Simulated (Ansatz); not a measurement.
Species: TaH, charge 0, multiplicity 3. The spin state was set by rule; other spins were not relaxed. SMILES: [TaH]
Coordinates optimised at B3LYP-D3(BJ)/def2-TZVP (Ansatz, an electronic-structure program):
```
Ta
H 1 1.7464
```
Charge 0, spin multiplicity 3.

Wanted: atomisation energy (electronic, to ground-state atoms), in kcal/mol. Correlated levels leave the core frozen unless marked. Open shells are spin-unrestricted. No spin-orbit coupling. Frozen are the shells of the preceding noble gas and the d and f shells that filled before the atom's block. In def2 rows, elements after Kr have scalar-relativistic effective core potentials. The coupled-cluster limit lacks core correlation, which all-electron functionals hold. CBS marks a two-point X^-3 extrapolation of the correlation energy; Hartree-Fock from the larger set.

The UHF reference is spin-contaminated (<S^2> 0.53 over the pure value in the largest basis). The T1 diagnostic of CCSD in the largest basis is 0.132, which is high, so the coupled-cluster rows are less sure than usual.

| level | program | atomisation energy (kcal/mol) |
|---|---|---|
| BLYP/def2-TZVPD | Ansatz | … |
| revPBE-D4/def2-TZVPD | Ansatz + dftd4 | … |
| B2GP-PLYP-D4/def2-TZVPD | Ansatz + dftd4 | … |
| CCSD/def2-SVPD | Ansatz | 51.1 |
| CCSDT(Q)/def2-SVP | Ansatz | 51.0 |
| CCSD(T)/CBS(def2-TZVPPD,def2-QZVPPD) | Ansatz | 56.6 |

Q: Fill in the missing entries.

A: 
- BLYP/def2-TZVPD, atomisation energy (kcal/mol): 59.4
- revPBE-D4/def2-TZVPD, atomisation energy (kcal/mol): 61.5
- B2GP-PLYP-D4/def2-TZVPD, atomisation energy (kcal/mol): 54.2
